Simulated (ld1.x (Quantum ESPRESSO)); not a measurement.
## u(r) = r·R(r): atom against pseudo-atom (As)

Columns: radius, all-electron u(r) and pseudo u(r) of the 3d shell (level -45.27 eV) of arsenic in the configuration [Ar] 3d10 4s2 4p2.5; PBE, scalar-relativistic, ultrasoft scheme, ld1.x (Quantum ESPRESSO) 7.5.

```csv
r (bohr),all-electron,pseudo
0.110,0.2310,0.0417
0.220,0.7229,0.2757
0.330,1.0651,0.6760
0.440,1.1964,1.0267
0.550,1.1808,1.1547
0.660,1.0888,1.0899
0.770,0.9664,0.9664
0.880,0.8381,0.8381
0.990,0.7163,0.7163
1.100,0.6064,0.6064
1.210,0.5099,0.5099
1.320,0.4269,0.4269
1.430,0.3564,0.3564
1.540,0.2968,0.2968
1.650,0.2468,0.2468
1.760,0.2049,0.2049
1.870,0.1698,0.1698
1.980,0.1407,0.1407
2.090,0.1164,0.1164
2.200,0.0962,0.0962
2.310,0.0794,0.0794
2.420,0.0656,0.0656
2.530,0.0541,0.0541
2.640,0.0446,0.0446
2.750,0.0367,0.0367
2.860,0.0303,0.0303
```

(1) How many radial nodes do the two functions have?

(2) At about which radius was the pseudo-wave matched?

(3) Is the pseudo-wave norm-conserving?

Answers

(1) The all-electron 3d function has n − l − 1 = 0; the pseudo-wave has 0.

(2) 0.75 bohr, where the columns begin to agree (steps of 0.11 bohr).

(3) No, it belongs to an ultrasoft set: the norm inside the radius is not constrained, and the difference is carried by the augmentation charge.
